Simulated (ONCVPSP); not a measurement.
**An all-electron radial function and its pseudo partner (Mg)**

Columns: radius, all-electron u(r) and pseudo u(r) of the 2p shell (level -46.61 eV) of magnesium in the configuration [He] 2s2 2p6 3s2; PBE, scalar-relativistic, ONCV scheme, ONCVPSP 4.0.1.

```
r (bohr)  all-electron  pseudo
   0.072        0.1821  0.0971
   0.145        0.4966  0.3541
   0.217        0.7712  0.6699
   0.290        0.9705  0.9503
   0.362        1.0895  1.1266
   0.435        1.1438  1.1953
   0.507        1.1488  1.1855
   0.580        1.1194  1.1352
   0.652        1.0682  1.0715
   0.725        1.0028  1.0027
   0.798        0.9303  0.9302
   0.870        0.8561  0.8560
   0.942        0.7823  0.7823
   1.015        0.7099  0.7099
   1.088        0.6412  0.6411
   1.160        0.5778  0.5777
   1.232        0.5190  0.5190
   1.305        0.4643  0.4642
   1.378        0.4144  0.4143
   1.450        0.3697  0.3697
   1.522        0.3293  0.3292
   1.595        0.2924  0.2923
   1.668        0.2593  0.2592
   1.740        0.2300  0.2300
   1.812        0.2040  0.2039
   1.885        0.1804  0.1804
```

Question: How many radial nodes do the two functions have?

Answer: The all-electron 2p function has n − l − 1 = 0; the pseudo-wave has 0.

Question: At about which radius was the pseudo-wave matched?

Answer: 0.75 bohr, where the columns begin to agree (steps of 0.07 bohr).

Question: Is the pseudo-wave norm-conserving?

Answer: Yes: the ONCV scheme keeps the norm inside the radius equal to the all-electron one, which fixes the energy derivative of the logarithmic derivative at the level.
